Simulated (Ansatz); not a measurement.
Ansatz (a quantum-chemistry and plane-wave program) input for C₃H₉Ge, SMILES [CH3][Ge]([CH3])[CH3], multiplicity 2, PBE/def2-TZVPD. The structure is a stationary point at B3LYP-D3(BJ)/def2-SVP.

Ansatz 0.2 input:
```yaml
crystal:
  periodic: [false, false, false]
  atoms:
    - {symbol: Ge, position_ang: [0.00000000, 0.00000000, 0.33318797]}
    - {symbol: C, position_ang: [-1.61422154, -0.93197124, -0.34795933]}
    - {symbol: C, position_ang: [1.61422153, -0.93197124, -0.34795933]}
    - {symbol: C, position_ang: [0.00000000, 1.86394248, -0.34795934]}
    - {symbol: H, position_ang: [-1.59765088, -0.92240417, -1.45167920]}
    - {symbol: H, position_ang: [-1.63738246, -1.97778121, -0.00728491]}
    - {symbol: H, position_ang: [-2.53150000, -0.42912419, -0.00728492]}
    - {symbol: H, position_ang: [1.63738245, -1.97778122, -0.00728492]}
    - {symbol: H, position_ang: [2.53150000, -0.42912420, -0.00728492]}
    - {symbol: H, position_ang: [1.59765087, -0.92240417, -1.45167920]}
    - {symbol: H, position_ang: [0.89411754, 2.40690540, -0.00728492]}
    - {symbol: H, position_ang: [-0.89411754, 2.40690540, -0.00728492]}
    - {symbol: H, position_ang: [-0.00000000, 1.84480832, -1.45167921]}
basis:
  gaussian:
    orbitals: def2-TZVPD
hamiltonian:
  xc: {name: PBE}
magnetization: {spin_polarized: true, initial_magnetization: 1}
```

It prints:

```
WARN ansatz: RAYON_NUM_THREADS=2 ignored (pool sized by the plan → 2); use --threads N
Functional definition: PBE
integrals: 0.19 GiB planned
1354 factors; their error is unknown
mean field: 1.64 GiB planned
mean field evaluation 1: about -59739.7211 eV, gradient 7.4e1 eV
mean field evaluation 2: about -59702.0733 eV, gradient 1.0e2 eV
mean field evaluation 4: about -59763.3208 eV, gradient 6.1e0 eV
mean field evaluation 8: about -59763.4416 eV, gradient 3.5e-1 eV
mean field evaluation 16: about -59763.4419 eV, gradient 2.1e-5 eV
mean field -59763.44194311 eV, -2196.2659822935 hartree, gradient 2.1e-5 eV, S^2 0.751472; 0 other end points of the search recorded, 0 dependent functions left out
reference -59763.44199745 eV, -2196.2659842904 hartree; 30, 29 occupied and 216, 217 virtual orbitals, 1354 factors
Total energy: -59763.44199745 eV, -2196.2659842904 hartree
```

The run converged.
